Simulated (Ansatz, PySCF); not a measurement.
hydrogen sulfate (HO₄S), SMILES S([O-])(O)(=O)=O, charge -1. Atoms are numbered in the order given.

```xyz
6

O      1.3809    -0.2664    -0.5618
S     -0.1701     0.0383     0.0389
O      0.0667    -0.0050     1.5045
O     -0.9842    -1.0672    -0.4942
O     -0.5082     1.3669    -0.4991
H      1.9002    -0.3648     0.2439
```
Charge -1, spin multiplicity 1.

The structure is a stationary point at PBE0-D3(BJ)/def2-SVPD. The values are those of a single conformer.

Two levels are set side by side: PBE-D3(BJ)/def2-SVPD (Ansatz, a first-principles code) and PBE0-D3(BJ)/def2-SVPD (Ansatz). Each level has its own optimised geometry; the coordinates shown are those of the second. Frequencies come from the Hessian of PySCF at each geometry. Differences are taken from unrounded values.

```json
[
 {"quantity": "mean bond length (Å)", "PBE0-D3(BJ)": "1.417", "PBE-D3(BJ)": "1.445", "PBE-D3(BJ) minus PBE0-D3(BJ)": "0.028"},
 {"quantity": "bond O1–S2 (Å)", "PBE0-D3(BJ)": "1.691", "PBE-D3(BJ)": "1.746", "PBE-D3(BJ) minus PBE0-D3(BJ)": "0.055"},
 {"quantity": "bond S2–O3 (Å)", "PBE0-D3(BJ)": "1.485", "PBE-D3(BJ)": "1.509", "PBE-D3(BJ) minus PBE0-D3(BJ)": "0.024"},
 {"quantity": "bond S2–O4 (Å)", "PBE0-D3(BJ)": "1.473", "PBE-D3(BJ)": "1.496", "PBE-D3(BJ) minus PBE0-D3(BJ)": "0.023"},
 {"quantity": "bond S2–O5 (Å)", "PBE0-D3(BJ)": "1.473", "PBE-D3(BJ)": "1.496", "PBE-D3(BJ) minus PBE0-D3(BJ)": "0.023"},
 {"quantity": "bond O1–H6 (Å)", "PBE0-D3(BJ)": "0.964", "PBE-D3(BJ)": "0.976", "PBE-D3(BJ) minus PBE0-D3(BJ)": "0.012"},
 {"quantity": "highest harmonic wavenumber (cm⁻¹)", "PBE0-D3(BJ)": "3883", "PBE-D3(BJ)": "3706", "PBE-D3(BJ) minus PBE0-D3(BJ)": "-177"},
 {"quantity": "mean harmonic wavenumber (cm⁻¹)", "PBE0-D3(BJ)": "971", "PBE-D3(BJ)": "910", "PBE-D3(BJ) minus PBE0-D3(BJ)": "-61"},
 {"quantity": "zero-point energy (kcal/mol)", "PBE0-D3(BJ)": "16.66", "PBE-D3(BJ)": "15.61", "PBE-D3(BJ) minus PBE0-D3(BJ)": "-1.05"}
]
```

Exact exchange shortens and stiffens bonds; PBE has none. Differences between two approximate levels are no errors against the true value.
